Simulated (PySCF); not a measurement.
AlF2HO. Atoms are numbered in the order given.

```xyz
5

Al    -0.0062    -0.0131     0.0000
F      1.5597    -0.5379     0.0000
F     -1.2072    -1.1410     0.0000
O     -0.4120     1.6164     0.0000
H      0.2045     2.3494     0.0000
```
Charge 0, spin multiplicity 1.

Geometry: PBE0-D3(BJ)/def2-SVP. Other conformers were not sampled.

These are KT2/pcSseg-2 (PySCF) values and carry that method's errors.

GIAO shieldings, no solvent; atoms listed in one row are averaged. δ = σ(ref) − σ: ¹⁹F against CFCl3 (σ = 125.1 ppm); ¹⁷O against H2O (σ = 324.0 ppm); ¹H against TMS (σ = 31.47 ppm), references at their B3LYP-D3(BJ)/def2-TZVP geometries, non-relativistic.

```json
[
 {"nucleus": "¹⁹F", "atoms": "F2", "count": "1", "δ (ppm)": "-241.0"},
 {"nucleus": "¹⁹F", "atoms": "F3", "count": "1", "δ (ppm)": "-257.8"},
 {"nucleus": "¹⁷O", "atoms": "O4", "count": "1", "δ (ppm)": "6.7"},
 {"nucleus": "¹H", "atoms": "H5", "count": "1", "δ (ppm)": "1.55"}
]
```
